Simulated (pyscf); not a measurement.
PySCF, gas phase, ωB97X-D3(BJ)/def2-SVP geometries.

**Question.** What is the homolytic dissociation enthalpy (298 K, ωB97M-D3(BJ)/def2-TZVP) of the As–Si bond of H₃Si–SiH₂–AsH–SiH₃, to •H₂Si–SiH₃ + H₃Si–AsH•?

**Answer.** As–Si to •H₂Si–SiH₃ + H₃Si–AsH•: 268.1 kJ/mol. The 7 functionals that were run give +251.5 (r²SCAN) to +296.5 kJ/mol (ωB97X-D3(BJ)). H₃Si–SiH₂–AsH–SiH₃ lies 40.1 kJ/mol over its isomer H₃Si–As(SiH₃)–SiH₃, and others may lie lower still (electronic energy, ωB97M-D3(BJ)). Other isomers of •H₂Si–SiH₃, H₃Si–AsH• were not searched in full and may lie lower. Elements up to Kr have no core potential and no relativistic terms here.
